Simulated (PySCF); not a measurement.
# Electron correlation in N⁺ (nitrogen, charge +1)

[He] 2s2 2p2, high-spin 3P determinant. Calculation: PySCF 2.14, in x2c-TZVPPall; scalar relativity by spin-free X2C-1e. Frozen: 1s2; 4 electrons correlated.

```csv
level,correlation energy (mhartree)
CCSD,-91.64
(T),-1.57
CCSD(T),-93.21
CCSDT,-93.54
```

Diagnostics: T1 = 0.0063, D1 = 0.0123, largest double amplitude 0.119.

Cost of the coupled-cluster step: about 0.3 core-seconds, for 4 correlated electrons.

Iterations:

```
CC2 = 0
CCSD nocc = (np.int64(3), np.int64(1)), nmo = (30, 30)
frozen orbitals [[0], [0]]
max_cycle = 100
direct = 0
conv_tol = 1e-08
conv_tol_normt = 1e-06
diis_space = 8
diis_start_cycle = 0
Init t2, MP2 energy = -0.0704344828925097
Init E_corr(UCCSD) = -0.0704344829017243
cycle = 1  E_corr(UCCSD) = -0.0844251056745194  dE = -0.0139906228  norm(t1,t2) = 0.0404285
cycle = 2  E_corr(UCCSD) = -0.0885471629090206  dE = -0.00412205723  norm(t1,t2) = 0.0179956
cycle = 3  E_corr(UCCSD) = -0.0916853335824775  dE = -0.00313817067  norm(t1,t2) = 0.00899046
cycle = 4  E_corr(UCCSD) = -0.0916213431580833  dE = 6.39904244e-05  norm(t1,t2) = 0.00103333
cycle = 5  E_corr(UCCSD) = -0.0916381561072906  dE = -1.68129492e-05  norm(t1,t2) = 0.00015367
cycle = 6  E_corr(UCCSD) = -0.0916340558646888  dE = 4.1002426e-06  norm(t1,t2) = 2.21597e-05
cycle = 7  E_corr(UCCSD) = -0.0916354856526099  dE = -1.42978792e-06  norm(t1,t2) = 5.41237e-06
cycle = 8  E_corr(UCCSD) = -0.0916351353803665  dE = 3.50272243e-07  norm(t1,t2) = 1.51108e-06
cycle = 9  E_corr(UCCSD) = -0.0916351616067212  dE = -2.62263547e-08  norm(t1,t2) = 2.72606e-07
cycle = 10  E_corr(UCCSD) = -0.0916351667213949  dE = -5.1146737e-09  norm(t1,t2) = 3.84956e-08
UCCSD converged
E(UCCSD) = -54.01315931042985  E_corr = -0.09163516672139486
UCCSD(T) correction = -0.00157126449895867
```
